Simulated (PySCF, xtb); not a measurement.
F6Si2, SMILES F[Si](F)([Si](F)(F)F)F.

GFN2-xTB (xtb 6.7.1) at its own geometry gives an orbital gap of 6.26 eV and a dipole moment of 0.00 D.

The structure is a stationary point at PBE-D3(BJ)/def2-SVP. Other conformers were not sampled.

Q: What does r2SCAN/def2-TZVP (PySCF) give? (An estimate is asked for; the answer gives what the named calculation found.)

A: gap 7.65 eV (levels -9.48 and -1.82 eV), dipole 0.00 D.
